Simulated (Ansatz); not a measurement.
Reaction: BNH3Br (SMILES NBBr) → BNH2Br (SMILES [NH]BBr, doublet) + H (doublet) (the H-N bond breaks)
Each species at its own B3LYP-D3(BJ)/def2-TZVP minimum (Ansatz, an electronic-structure program), one conformer.

Total energies in hartree (Ansatz). Radicals and triplets start from unrestricted determinants; spin-orbit coupling is neglected. Cores are frozen in correlated methods (noble-gas shells, and filled d and f shells in the p block). No relativity. For partners of very few electrons the exact lower level stands in for a higher one. Spin-orbit terms, left out, reach several kcal/mol for Br and I, and more for heavier atoms.

| species | HF/cc-pVTZ | CCSD(T)/cc-pVTZ | HF/cc-pVQZ | CCSD(T)/cc-pVQZ | CCSD(T)/cc-pVDZ | CCSDT(Q)/cc-pVDZ |
|---|---|---|---|---|---|---|
| 1: BNH3Br (SMILES NBBr) | -2653.45985 | -2653.98668 | -2653.46873 | -2654.03348 | -2653.77005 | -2653.77155 |
| 2: BNH2Br (SMILES [NH]BBr, doublet) | -2652.80477 | -2653.28863 | -2652.81353 | -2653.33343 | -2653.08002 | -2653.08199 |
| 3: H (doublet) | -0.49981 | -0.49981 | -0.49995 | -0.49995 | -0.49928 | -0.49928 |

Work out the bond dissociation energy (electronic) in kcal/mol: take Hartree-Fock from cc-pVQZ, extrapolate the CCSD(T) correlation energy as X^-3 (X = 3, 4), and add CCSDT(Q) - CCSD(T) in cc-pVDZ. 1 hartree = 627.51 kcal/mol.


Species 1: correlation (64·(-0.56475) - 27·(-0.52683))/37 = -0.59242; step -0.00150; E1 = -2653.46873 + (-0.59242) + (-0.00150) = -2654.06265
Species 2: correlation (64·(-0.51990) - 27·(-0.48386))/37 = -0.54620; step -0.00197; E2 = -2652.81353 + (-0.54620) + (-0.00197) = -2653.36170
Species 3: correlation (64·(0.00000) - 27·(0.00000))/37 = 0.00000; step +0.00000; E3 = -0.49995 + (0.00000) + (+0.00000) = -0.49995
-1·E1 +1·E2 +1·E3 = 0.20100 hartree = 126.1 kcal/mol.
